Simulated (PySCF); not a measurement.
Species: MoOF4 (singlet state).
Structure used (PBE0-D3(BJ)/def2-SVP), in Å, numbered top down from 1:
```xyz
6
F4MoO angstrom
Mo     0.000    0.000    0.046
O      0.003   -0.006    1.682
F      1.768    0.005   -0.435
F     -0.004    1.771   -0.425
F     -1.770   -0.001   -0.429
F      0.002   -1.768   -0.438
```

Level of theory: PBE0-D3(BJ)/def2-SVP geometry optimisation, gas phase, def2 core potentials past Kr in PySCF 2.14.0.

Question: Which atoms are bound to Mo1, and at what distances?

Answer: 5 atoms: O2 1.636 Å, F4 1.832 Å, F5 1.832 Å, F3 1.832 Å, F6 1.832 Å.

Question: List the angles at Mo1.

Answer: 
| angle | degrees | distance of the outer atoms (Å) |
| --- | --- | --- |
| F3–Mo1–F5 | 149.8 | 3.54 |
| F4–Mo1–F6 | 149.8 | 3.54 |
| O2–Mo1–F3 | 105.1 | 2.76 |
| O2–Mo1–F6 | 105.1 | 2.76 |
| O2–Mo1–F4 | 105.1 | 2.76 |
| O2–Mo1–F5 | 105.1 | 2.76 |
| F4–Mo1–F5 | 86.1 | 2.50 |
| F3–Mo1–F4 | 86.1 | 2.50 |
| F5–Mo1–F6 | 86.1 | 2.50 |
| F3–Mo1–F6 | 86.1 | 2.50 |

Question: What is the shape at Mo1?

Answer: Square pyramidal: τ5 = (β − α)/60° = 0.00 from the two widest angles, 149.8° and 149.8° (0 for a square pyramid, 1 for a trigonal bipyramid).

Question: What are the rotational constants (commonest isotopes, rigid rotor)?

Answer: A = 2831, B = 2831, C = 2125 MHz: an oblate symmetric top.

Point group: C4v (tolerance 0.08 Å). Charge 0, singlet. PBE0-D3(BJ)/def2-SVP frequencies: not computed here.
